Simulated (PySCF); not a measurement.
**Cost of response and excited-state runs on `O=C[C@H](C)CC(Cl)Cl`, C5H8Cl2O**

Cartesian coordinates in Å; atom numbers follow the order of the lines, from 1:
```xyz
16

C    -1.601   -1.029   -0.455
C    -0.594    0.097   -0.202
C    -1.003    0.853    1.035
O    -0.313    1.065    1.991
C     0.833   -0.454   -0.103
C     1.881    0.641   -0.015
Cl    3.503   -0.082    0.109
Cl    1.831    1.688   -1.454
H    -2.609   -0.630   -0.530
H    -1.363   -1.542   -1.383
H    -1.572   -1.752    0.356
H    -0.652    0.808   -1.036
H    -2.050    1.211    0.995
H     0.920   -1.068    0.795
H     1.042   -1.079   -0.973
H     1.741    1.280    0.859
```

PySCF with density fitting, on 1 thread of an AMD EPYC 7R43 64-Core, shared host. Command: `OMP_NUM_THREADS=1 python excited_run.py task.json out`

(1) How long does this run take, and how much memory?
- vibronic structure, B3LYP/6-31+G*; full response; writes grids

## Answers

(1) 
```
               run          level  basis functions  wall time  peak memory (GiB)
vibronic structure  B3LYP/6-31+G*              168       52 s               0.98
```
Times from a shared host are rough.
